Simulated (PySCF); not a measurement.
## Diatomics with 95 electrons

PBE in PySCF with def2-SVP on every atom (core potentials on Tl, Pb, Bi), for the lowest determinant that a PBE0 search found; no spin–orbit coupling. All have 95 electrons, 7 of them in the valence shells, and the same state, a quartet (σ ↑, π ↑↑). For ions De leads to the atom and ion picked by measured ionisation energies and electron affinities.

```tsv
species	difference of nuclear charges	Re (Å)	ωe (cm⁻¹)	k (mdyn/Å)	De (eV)	dissociates to	Mayer bond order
TlSi	67	2.707	224	0.727	2.37	Tl + Si	1.36
AlPb	69	2.742	237	0.789	2.26	Al + Pb	1.54
MgBi	71	2.983	179	0.406	0.62	Mg + Bi	0.98
TlP⁺	66	3.124	105	0.173	n/a	Tl⁺ + P	0.43
SiPb⁺	68	2.667	263	1.01	n/a	Si + Pb⁺	1.65
```

(1) Which member of the whole set has the stiffest bond, and how does it compare with the softest?

Spin–orbit coupling is left out, which matters for elements this heavy, above all for dissociation energies. States were picked by a PBE0 search and need not be the measured ground states.

Results:

(1) SiPb⁺ with k = 1.01 mdyn/Å, 5.8 times that of TlP⁺.
